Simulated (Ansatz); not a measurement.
C$_{2}$H$_{9}$BFP at its PBE0-D4/def2-TZVP geometry, where that method's forces vanish. Charge 0, multiplicity 1. The bonds changed during the relaxation, so this is another structure than the one it started from.

| atom | x (Å) | y (Å) | z (Å) |
| --- | --- | --- | --- |
| C1 | 0.064 | 0.649 | 1.710 |
| B2 | -0.504 | 0.813 | 0.261 |
| C3 | 0.215 | 1.575 | -0.901 |
| F4 | -1.756 | 0.384 | 0.037 |
| P5 | 0.228 | -2.175 | -0.760 |
| H6 | -0.101 | 1.589 | 2.253 |
| H7 | 1.142 | 0.473 | 1.717 |
| H8 | -0.436 | -0.141 | 2.274 |
| H9 | 0.073 | 2.653 | -0.747 |
| H10 | -0.196 | 1.334 | -1.883 |
| H11 | 1.293 | 1.403 | -0.908 |
| H12 | 1.130 | -3.223 | -1.080 |
| H13 | -0.514 | -2.317 | -1.960 |
| H14 | -0.637 | -3.016 | -0.015 |

(1) For each bond, give half the difference of the two atoms' forces along it (eV/Å; positive pushes the atoms apart) under PBE-D4, r2SCAN-D4, B3LYP-D4, ωB97M-V in def2-TZVPP. (Best estimate.)

Results:

(1) The calculation gave: 
```json
{"bond": "C1–B2", "length (Å)": "1.565", "PBE-D4": "-0.13", "r2SCAN-D4": "-0.04", "B3LYP-D4": "0.00", "ωB97M-V": "0.01"}
{"bond": "C1–H6", "length (Å)": "1.098", "PBE-D4": "0.13", "r2SCAN-D4": "0.00", "B3LYP-D4": "-0.03", "ωB97M-V": "-0.06"}
{"bond": "C1–H7", "length (Å)": "1.092", "PBE-D4": "0.12", "r2SCAN-D4": "-0.01", "B3LYP-D4": "-0.04", "ωB97M-V": "-0.05"}
{"bond": "C1–H8", "length (Å)": "1.092", "PBE-D4": "0.12", "r2SCAN-D4": "-0.01", "B3LYP-D4": "-0.03", "ωB97M-V": "-0.05"}
{"bond": "B2–C3", "length (Å)": "1.565", "PBE-D4": "-0.13", "r2SCAN-D4": "-0.04", "B3LYP-D4": "0.00", "ωB97M-V": "0.01"}
{"bond": "B2–F4", "length (Å)": "1.342", "PBE-D4": "0.49", "r2SCAN-D4": "0.19", "B3LYP-D4": "0.17", "ωB97M-V": "0.19"}
{"bond": "C3–H9", "length (Å)": "1.098", "PBE-D4": "0.13", "r2SCAN-D4": "0.00", "B3LYP-D4": "-0.03", "ωB97M-V": "-0.06"}
{"bond": "C3–H10", "length (Å)": "1.092", "PBE-D4": "0.12", "r2SCAN-D4": "-0.01", "B3LYP-D4": "-0.03", "ωB97M-V": "-0.05"}
{"bond": "C3–H11", "length (Å)": "1.092", "PBE-D4": "0.12", "r2SCAN-D4": "-0.01", "B3LYP-D4": "-0.04", "ωB97M-V": "-0.05"}
{"bond": "P5–H12", "length (Å)": "1.419", "PBE-D4": "0.22", "r2SCAN-D4": "0.01", "B3LYP-D4": "-0.05", "ωB97M-V": "-0.13"}
{"bond": "P5–H13", "length (Å)": "1.418", "PBE-D4": "0.22", "r2SCAN-D4": "0.01", "B3LYP-D4": "-0.05", "ωB97M-V": "-0.12"}
{"bond": "P5–H14", "length (Å)": "1.418", "PBE-D4": "0.22", "r2SCAN-D4": "0.01", "B3LYP-D4": "-0.05", "ωB97M-V": "-0.12"}
```

B3LYP here is the variant with VWN-RPA as its local correlation; programs differ in this.

Results of the Gaussian-basis code of Ansatz.
